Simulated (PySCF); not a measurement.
# How the method changes the constants of SrBi

State: ⁴Σ⁻ (quartet), unpaired electrons σ ↑, π ↑↑. Set-up: Sr def2-SVP with ECP28, Bi def2-SVP with ECP60; scalar-relativistic core potentials (PySCF 2.14). De refers to Sr + Bi in their high-spin ground configurations, without counterpoise correction. The functionals are run spin-unrestricted. A positive dipole means Sr(−)Bi(+).

| Level | Re (Å) | ωe (cm⁻¹) | De (eV) | μ (D) | CPU s a point (SCF and correlation, without the integrals) |
| --- | --- | --- | --- | --- | --- |
| UHF | 3.451 | 101 | 0.289 | -4.30 | 0.12 |
| UHF-MP2 | 3.406 | 103 | 0.364 | n/a | 0.21 |
| UHF-SCS-MP2 | 3.432 | 99.0 | 0.287 | n/a | n/a |
| UHF-CCSD | 3.440 | 94.2 | 0.335 | n/a | n/a |
| UHF-CCSD(T) | 3.440 | 95.1 | 0.375 | n/a | 8.5 |
| PBE | 3.352 | 106 | 0.98 | -3.14 | 0.56 |
| BLYP | 3.398 | 101 | 0.86 | -3.19 | 0.37 |
| BP86 | 3.348 | 107 | 0.97 | -3.36 | 0.38 |
| r²SCAN | 3.352 | 111 | 1.02 | -3.88 | 0.82 |
| PBE0 | 3.342 | 110 | 0.90 | -3.58 | 1 |
| M06 | 3.373 | 103 | 0.90 | -2.19 | 0.8 |
| LC-ωPBE | 3.306 | 120 | 0.89 | -4.12 | 0.83 |

The bond length runs from 3.306 Å (LC-ωPBE) to 3.451 Å (UHF). De spans 0.29 eV (UHF-SCS-MP2, perturbation theory) to 1.02 eV (r²SCAN, meta-GGA). Correlation at CCSD(T) changes the Hartree–Fock bond energy by +0.08 eV; the triples alone change it by +0.03 eV.

Correlated steps freeze 4 core orbitals. Correlated levels converge slowly with the basis: in double zeta they bind strong bonds too weakly, by up to about 1 eV, and carry superposition errors of some tenths. Spin–orbit coupling is left out, which matters for elements this heavy, above all for dissociation energies. Counting both spins, an empty level lies below a filled one in some of these solutions, because spin and occupation are held. The state is the lowest determinant that a PBE0 search found; another state may lie lower at other levels.

The whole job (state search and all levels along the bond) took about 2.8 min on 1 thread of Arm Neoverse V2 (shared host), peak memory 0.6 GiB.
